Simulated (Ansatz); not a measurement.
Reaction (formal exchange of groups at the Se–Si bond): `N[SiH2][SeH]` + `C=N` → `N=C[SeH]` + `N[SiH3]`

Isolated molecules relaxed with PBE0-D4/def2-TZVP in Ansatz; ΔE leaves out vibrations. CBS: MP2 limit from def2 TZ/QZ plus the TZ coupled-cluster correction, frozen cores. This one scheme is used for every species. DFT in def2-TZVPP. B3LYP here is the variant with VWN-RPA as its local correlation; programs differ in this. For Se outer-core shells are correlated without core-valence functions, which leaves a few kJ/mol of doubt a bond. Scalar relativity is left out up to krypton. Each species was taken in one conformer, which may not be the lowest.

CCSD(T)/CBS gives +1.04 eV.

**Question.** Another level gave +1.01 eV. Which?
A. PBE-QIDH/def2-TZVPP
B. HF/def2-TZVPP
C. B3LYP-D4/def2-TZVPP
D. BLYP-D4/def2-TZVPP

**Answer.** A. PBE-QIDH 1.01, BLYP-D4 0.87, B3LYP-D4 0.94, HF/def2-TZVPP 1.06 eV.

Largest T1 diagnostic among the species: 0.012.

At CCSD(T), def2-SVP lies −0.06 eV from the extrapolated value and def2-TZVPP −0.06 eV. Leaving LDA and LC-ωPBE aside and taking each functional with its dispersion term where it has one, the values, not all of them listed here, spread over 0.15 eV, from BLYP-D4 to BHLYP-D4. LDA lies −0.03 eV from PBE without D4. From PBE to PBE0 (25 % exact exchange), in def2-TZVPP and without D4, ΔE moves by +0.08 eV.
